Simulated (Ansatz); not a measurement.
The lowest singlet and triplet of H2Sn (SMILES [SnH2]); geometries from B3LYP-D3(BJ)/def2-TZVP, each state relaxed from the structure named, with no frequency check.
Singlet at the triplet's geometry (charge 0, multiplicity 1):
```xyz
3

Sn    -0.00009     0.03367     0.00000
H     -1.48727    -0.84553     0.00000
H      1.49159    -0.83789     0.00000
```

```
level                                        gap E(singlet) − E(triplet), vertical, at the triplet's geometry (kJ/mol)  cost
-------------------------------------------  -------------------------------------------------------------------------  ----
U-HF/def2-SVP (spin-contaminated)                                                                                -25.8     -
R-HF/def2-TZVPP                                                                                                  -14.4     -
R-HF/def2-QZVPP                                                                                                  -15.1     -
U-HF/def2-QZVPP (spin-contaminated)                                                                              -29.2     -
R-SVWN5/def2-TZVPP                                                                                               -76.8  ×0.6
U-SVWN5/def2-TZVPP                                                                                               -76.8  ×0.9
U-PBE/def2-TZVPP                                                                                                 -71.4    ×2
R-r2SCAN/def2-TZVPP                                                                                              -51.7    ×2
R-PBE0/def2-TZVPP                                                                                                -64.1  ×0.9
R-BHLYP/def2-TZVPP                                                                                               -74.4    ×1
R-wB97X-V/def2-TZVPP                                                                                             -84.8    ×3
R-wB97M-V/def2-TZVPP                                                                                             -76.6    ×3
U-wB97M-V/def2-TZVPP                                                                                             -76.6    ×7
U-B2PLYP/def2-TZVPP (spin-contaminated)                                                                          -73.0    ×4
R-MP2/def2-SVP                                                                                                   -43.7     -
R-MP2/def2-TZVPP                                                                                                 -53.5     -
U-MP2/def2-TZVPP (spin-contaminated)                                                                             -42.4     -
R-MP2/def2-QZVPP                                                                                                 -57.3     -
U-MP2/def2-QZVPP (spin-contaminated)                                                                             -44.5     -
U-SCS-MP2/def2-SVP (spin-contaminated)                                                                           -44.3     -
U-SCS-MP2/def2-TZVPP (spin-contaminated)                                                                         -52.4     -
U-SCS-MP2/def2-QZVPP (spin-contaminated)                                                                         -55.3     -
R-CCSD/def2-SVP                                                                                                  -56.3     -
U-CCSD/def2-SVP (spin-contaminated)                                                                              -54.8     -
R-CCSD/def2-QZVPP                                                                                                -65.9     -
U-CCSD(T)/def2-SVP (spin-contaminated)                                                                           -55.5    ×2
R-CCSD(T)/def2-TZVPP                                                                                             -64.6    ×3
U-CCSD(T)/def2-TZVPP (spin-contaminated)                                                                         -63.0    ×4
R-CCSD(T)/def2-QZVPP                                                                                             -66.4    ×9
U-CCSD(T)/def2-QZVPP (spin-contaminated)                                                                         -64.6   ×20
R-CCSDT/def2-SVP                                                                                                 -56.5     -
SA-CASSCF(6,6)/def2-SVP                                                                                          -46.0     -
SA-CASSCF(6,6)/def2-TZVPP                                                                                        -51.6     -
SA-CASSCF(6,6)/def2-QZVPP                                                                                        -53.0     -
FIC-NEVPT4(SD) on SA-CASSCF(6,6)/def2-TZVPP                                                                      -67.0     -
FIC-NEVPT4(SD) on SA-CASSCF(6,6)/def2-QZVPP                                                                      -69.2     -
FIC-MRCISD+Q on SA-CASSCF(6,6)/def2-SVP                                                                          -58.1     -
FIC-MRCISD+Q on SA-CASSCF(6,6)/def2-TZVPP                                                                        -67.2     -
FIC-MRCISD+Q on SA-CASSCF(6,6)/def2-QZVPP                                                                        -69.2     -
FCI/def2-SVP                                                                                                     -58.6    ×9
```

The rows run from -84.8 (R-wB97X-V/def2-TZVPP) to -14.4 kJ/mol (R-HF/def2-TZVPP). In def2-QZVPP (spin-contaminated) the value moves U-HF -29.2, U-MP2 -44.5, U-CCSD(T) -64.6, a shift of -35.5 from U-HF to U-CCSD(T). From def2-SVP (spin-contaminated) to def2-QZVPP (spin-contaminated) U-CCSD(T) changes by -9.1. The 3 U-functionals in def2-TZVPP without D3 or D4 span 5.4, from U-SVWN5 to U-PBE.

A positive gap puts the triplet lower; no zero-point energy. R- takes a restricted singlet. U- takes an unrestricted singlet (broken symmetry where lower, unprojected). The triplet is unrestricted in single-reference levels. Active spaces average the two states.

Correlated levels freeze the cores. Filled d and f shells under p-block atoms count as core.

Doubts at one or more of the structures used: a restricted determinant that unrestricted orbitals would lower (R-HF/def2-TZVPP, R-HF/def2-QZVPP, R-r2SCAN/def2-TZVPP, R-MP2/def2-SVP, R-MP2/def2-TZVPP, R-MP2/def2-QZVPP, R-CCSD/def2-SVP, R-CCSD/def2-QZVPP, R-CCSD(T)/def2-TZVPP, R-CCSD(T)/def2-QZVPP, R-CCSDT/def2-SVP); T1 above 0.05 (U-CCSD/def2-SVP (spin-contaminated), U-CCSD(T)/def2-SVP (spin-contaminated), U-CCSD(T)/def2-TZVPP (spin-contaminated), U-CCSD(T)/def2-QZVPP (spin-contaminated)).

Codes used: Ansatz (a program for electronic structure) with Gaussian orbitals. Values without a source in brackets are computed. In def2 rows elements past Kr take small-core potentials, without spin–orbit coupling.

Costs are rough ratios of core time to R-PBE/def2-TZVPP (about 2.3 s over the structures, on one shared machine); a dash marks a level with no comparable run of its own.
